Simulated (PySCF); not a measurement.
## Basis-set dependence of Cs₂ at CCSD(T)

PySCF, RHF reference; singlet, unpaired electrons none; De to Cs + Cs without counterpoise correction. Frozen cores follow the default of each basis and core potential.

```csv
basis,relativity,functions,Re (Å),ωe (cm⁻¹),De (eV),frozen orbitals
def2-SVP,scalar-relativistic core potentials,48,4.791,36.3,0.35,0
def2-SVPD,scalar-relativistic core potentials,54,4.790,36.3,0.36,0
def2-TZVP,scalar-relativistic core potentials,58,4.775,38.6,0.36,0
def2-TZVPP,scalar-relativistic core potentials,72,4.758,39.0,0.36,0
```

Question: How does each smaller set differ from the one with most functions, def2-TZVPP?

Answer: def2-SVP: +3.3 pm, -6.9 % in ωe, -0.01 eV in De; def2-SVPD: +3.2 pm, -6.9 % in ωe, +0.00 eV in De; def2-TZVP: +1.7 pm, -1.0 % in ωe, +0.00 eV in De. All at CCSD(T); the set with most functions is neither the basis-set limit nor always the best.

Correlated steps freeze no core orbitals. The bond is weak. Basis-set superposition, not corrected here, can be much of De in a small basis, most of all at correlated wavefunction levels. Spin–orbit coupling is left out. Where the molecule has an RHF reference, its open-shell atoms are computed with UHF.
